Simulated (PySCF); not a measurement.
Isomers of C5H2F3NO, one GFN2-xTB conformer each. Single-point energies are computed at PBE0/pcSseg-1 (PySCF, gas phase, no added dispersion term), electronic only.

```tsv
SMILES	GFN2-xTB relative energy (kJ/mol)
N#CCC(=C=O)C(F)(F)F	0.0
FC(F)=C(F)c1ccon1	16.8
NC(=O)C#CC(F)=C(F)F	72.2
```

Conformers: `[N:1]#[C:2][CH2:3][C:4](=[C:5]=[O:6])[C:7]([F:8])([F:9])[F:10]` with C2–C3–C4–C5 94°; `[F:1][C:2]([F:3])=[C:4]([F:5])[c:6]1[cH:7][cH:8][o:9][n:10]1` with C2–C4–C6–C7 180°; `[NH2:1][C:2](=[O:3])[C:4]#[C:5][C:6]([F:7])=[C:8]([F:9])[F:10]` with H–N1–C2–O3 180° and 0°.

**Question.** What does PBE0/pcSseg-1 give for the same structures?

**Answer.** 
```json
{"SMILES": "N#CCC(=C=O)C(F)(F)F", "PBE0/pcSseg-1 E (Eh)": "-620.49234", "PBE0/pcSseg-1 (kJ/mol)": "0.0", "GFN2-xTB (kJ/mol)": "0.0", "point group": "C1"}
{"SMILES": "NC(=O)C#CC(F)=C(F)F", "PBE0/pcSseg-1 E (Eh)": "-620.43963", "PBE0/pcSseg-1 (kJ/mol)": "138.4", "GFN2-xTB (kJ/mol)": "72.2", "point group": "Cs"}
{"SMILES": "FC(F)=C(F)c1ccon1", "PBE0/pcSseg-1 E (Eh)": "-620.43503", "PBE0/pcSseg-1 (kJ/mol)": "150.5", "GFN2-xTB (kJ/mol)": "16.8", "point group": "Cs"}
```

Both levels put the same isomer lowest; measured from each level's own lowest isomer, the values differ by up to 133.7 kJ/mol (FC(F)=C(F)c1ccon1: 16.8 against 150.5). As drawn, the lowest has a C=O bond, a C≡N group and cumulated double bonds, which the highest lacks; the highest has an aromatic ring and an N–O linkage, which the lowest lacks.

**Question.** Which frontier levels, dipoles and rotational constants go with these structures?

**Answer.** 
```tsv
SMILES	HOMO (eV, PBE0/pcSseg-1)	LUMO (eV)	dipole (D)	A, B, C (MHz)
N#CCC(=C=O)C(F)(F)F	-8.33	-2.45	3.61	1543, 1210, 836.1
NC(=O)C#CC(F)=C(F)F	-7.56	-1.89	3.17	2979, 557.7, 469.7
FC(F)=C(F)c1ccon1	-7.34	-1.34	2.82	2927, 904.4, 690.9
```
